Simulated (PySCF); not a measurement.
# What a mistake does to a calculation on CGe2H7N

All numbers below are calculated, not measured. The program is PySCF 2.14.0, an open-source quantum chemistry code, run on an isolated molecule that a program drew, which may never have been made. The molecule is CGe2H7N (charge 0, singlet), drawn as the SMILES string `[GeH2]=[CH][NH][GeH3]`.

Each row is a Hartree-Fock (HF) and frozen-core CCSD(T) single point in the cc-pVDZ basis, meant for a local HF minimum. Run 1 is clean. Each other run has one planted mistake out of seven kinds, and not every kind appears here: one electron removed, one electron added, multiplicity raised by two, geometry at a saddle point, minimal basis STO-3G, one bond length entered in bohr, all coordinates scaled. The reference is restricted for singlets and unrestricted otherwise, and also for a bond in bohr. Adding or removing an electron swaps singlet and doublet. Electrons count all cores. HOMO and LUMO are orbital energies over both spins, the gradient is its largest component, and the lowest frequency (negative if imaginary) is given only where the gradient is small. Bond lengths are over the 10 bonds as drawn. T1 is the CCSD diagnostic: over 0.02 (restricted) or 0.045 (unrestricted) a single reference is doubtful. Germanium has the cc-pVDZ-PP basis, with a core potential (ECP10MDF) in place of its 10 inner electrons, and its 3s, 3p and 3d shells are frozen in CCSD(T).

Geometry of the clean run:
```xyz
11
CGe2H7N, angstrom
Ge    1.9396    0.3113   -0.0614
C     0.7132    1.3070   -1.3236
N    -0.5621    1.5658   -1.2217
Ge   -1.7662    0.7825    0.0326
H     2.6675   -0.4223   -1.2464
H     0.8862   -0.8092    0.3092
H     1.1992    1.8685   -2.1261
H    -0.9479    2.2380   -1.8632
H    -1.2104    1.0234    1.4230
H    -3.0441    1.5807   -0.2217
H    -1.9355   -0.6828   -0.3215
```

```
run,electrons,basis functions,<S^2>,HOMO (eV),LUMO (eV),gradient (hartree/bohr),lowest frequency (cm^-1),mean bond (Å),longest bond (Å),T1,HF (hartree),CCSD(T) (hartree),mistake
1,84,109,0.000,-7.10,2.42,2.5e-05,97,1.5050,2.022,0.0236,-683.08049,-683.65338,no fault
2,84,109,2.018,-6.18,0.21,1.0e-01,-,1.5050,2.022,0.0178,-683.02161,-683.56991,multiplicity raised by two
3,84,109,0.869,-7.13,0.45,7.3e-03,-,1.6399,2.866,0.0435,-682.97497,-683.53535,one bond length entered in bohr
4,83,109,0.762,-15.33,-5.22,4.5e-02,-,1.5050,2.022,0.0181,-682.85690,-683.39959,?
```

**Which mistake was planted in run 4, and what did it cost?**

It counts 83 electrons, one fewer than the clean run, at the same geometry and basis. So the mistake is: one electron removed. Subtracting run 1 and multiplying by 627.51 kcal/mol a hartree, the energy moved by 140.3 kcal/mol in HF and 159.3 kcal/mol in CCSD(T).

Cautions from the logs. Run 1: T1 is over the limit, so its CCSD(T) energy is less reliable.
